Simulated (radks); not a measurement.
Q: The table gives one normalised radial function P(r) = r R(r) of Zn2+ in [Ar] 3d10 (r in bohr). Method: scalar-relativistic Kohn-Sham, SOGGA, spin-polarised, spherical densities, finite nucleus; Fermi nuclear charge, rms radius 3.9283 fm; computed with a radial shooting solver on a logarithmic mesh with Libxc functionals.

| r | P |
|---|---|
| 0.003055 | 0.0000 |
| 0.003914 | 0.0000 |
| 0.004976 | 0.0000 |
| 0.006326 | 0.0001 |
| 0.008042 | 0.0002 |
| 0.01022 | 0.0003 |
| 0.0131 | 0.0006 |
| 0.01665 | 0.0012 |
| 0.02117 | 0.0024 |
| 0.02691 | 0.0047 |
| 0.03421 | 0.0090 |
| 0.04384 | 0.0172 |
| 0.05574 | 0.0316 |
| 0.07085 | 0.0566 |
| 0.09007 | 0.0983 |
| 0.1145 | 0.1643 |
| 0.1467 | 0.2665 |
| 0.1865 | 0.4030 |
| 0.2371 | 0.5722 |
| 0.3015 | 0.7559 |
| 0.3832 | 0.9211 |
| 0.4872 | 1.0263 |
| 0.6243 | 1.0379 |
| 0.7936 | 0.9528 |
| 1.009 | 0.7989 |
| 1.283 | 0.6119 |
| 1.63 | 0.4241 |
| 2.089 | 0.2553 |
| 2.656 | 0.1334 |
| 3.377 | 0.0565 |

Which n and l does it have? It may be an empty orbital.

A: n = 3, l = 2: the number of nodes gives n - l - 1 = 0, the rise at small r (about r^(l+1)) gives l, and the extent must fit the shell. The curve is that of 3d. 3d: eigenvalue -30.702 eV, 0 radial nodes, <r> = 0.880 bohr, 90 % of the charge inside 1.53 bohr.
